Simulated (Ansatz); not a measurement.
Two isomers of Cl2FH3Si2: A = `F[SiH](Cl)[SiH2]Cl`, B = `F[SiH2][SiH](Cl)Cl`.

Isolated molecules relaxed with PBE0-D4/def2-TZVP in Ansatz; ΔE leaves out vibrations. CCSD(T)/CBS adds triple-zeta CCSD(T) − MP2 to the extrapolated MP2 energy (def2 sets, frozen cores). Functionals use def2-TZVPP. Each species was taken in one conformer, which may not be the lowest.

Q: Which isomer does CCSD(T)/CBS put lower? Give the gap. (Estimate.)

A: Ansatz gave: A, by 1.9 kcal/mol.

Q: Give E(B) − E(A) in kcal/mol with HF/def2-TZVPP, PBE0-D4, MP2/def2-TZVPP, CCSD/def2-TZVPP, r2SCAN-D4, CCSD(T)/def2-TZVPP, PBE-D4. (Estimate.)

A: Ansatz gave: HF/def2-TZVPP 2.2, PBE0-D4 1.9, MP2/def2-TZVPP 1.7, CCSD/def2-TZVPP 2.1, r2SCAN-D4 2.1, CCSD(T)/def2-TZVPP 2.0, PBE-D4 1.9. None reverses the order clearly.

Largest T1 diagnostic: 0.011.
